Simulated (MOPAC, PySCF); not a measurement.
HBI₂O, SMILES `OB(I)I` (H–O–B–I torsion 0°), neutral singlet in the gas phase. 

Cartesian coordinates (Å):
SMILES: OB(I)I
```xyz
5

O     -0.8458    -0.7913     0.0095
B      0.2527    -0.0315     0.0012
I      0.1161     2.1082    -0.0321
I      2.1461    -0.9940     0.0219
H     -1.6692    -0.2915    -0.0005
```
Charge 0, multiplicity 1.

All levels are single points at this geometry (PBE0-D3(BJ)/def2-TZVP); Pople sets use spherical d functions. Orbital energies aren't observables, and empty levels follow the basis.

SVWN5/6-31G* (LANL2DZ on I) in PySCF gives gap (eV) = 4.50.

Task: Estimate the gap (eV) from each of these levels: PBE-D3(BJ)/def2-TZVP in PySCF; PBE0-D3(BJ)/def2-TZVP in PySCF; ωB97X-D3(BJ)/def2-TZVP in PySCF; B3LYP/6-31G* (LANL2DZ on I) in PySCF; B3LYP/LANL2DZ in PySCF; BP86/6-31G* (LANL2DZ on I) in PySCF; M06-2X/6-31G* (LANL2DZ on I) in PySCF; PBE/6-31G* (LANL2DZ on I) in PySCF; HF/6-31G* (LANL2DZ on I) in PySCF; AM1 in MOPAC; PM6 in MOPAC; PM7 in MOPAC.

Result: 
```json
[
 {"level": "PBE-D3(BJ)/def2-TZVP in PySCF", "gap (eV)": "4.35"},
 {"level": "PBE0-D3(BJ)/def2-TZVP in PySCF", "gap (eV)": "6.35"},
 {"level": "ωB97X-D3(BJ)/def2-TZVP in PySCF", "gap (eV)": "10.74"},
 {"level": "B3LYP/6-31G* (LANL2DZ on I) in PySCF", "gap (eV)": "6.27"},
 {"level": "B3LYP/LANL2DZ in PySCF", "gap (eV)": "6.01"},
 {"level": "BP86/6-31G* (LANL2DZ on I) in PySCF", "gap (eV)": "4.66"},
 {"level": "M06-2X/6-31G* (LANL2DZ on I) in PySCF", "gap (eV)": "8.35"},
 {"level": "PBE/6-31G* (LANL2DZ on I) in PySCF", "gap (eV)": "4.63"},
 {"level": "HF/6-31G* (LANL2DZ on I) in PySCF", "gap (eV)": "12.76"},
 {"level": "AM1 in MOPAC", "gap (eV)": "9.07"},
 {"level": "PM6 in MOPAC", "gap (eV)": "6.79"},
 {"level": "PM7 in MOPAC", "gap (eV)": "7.44"}
]
```
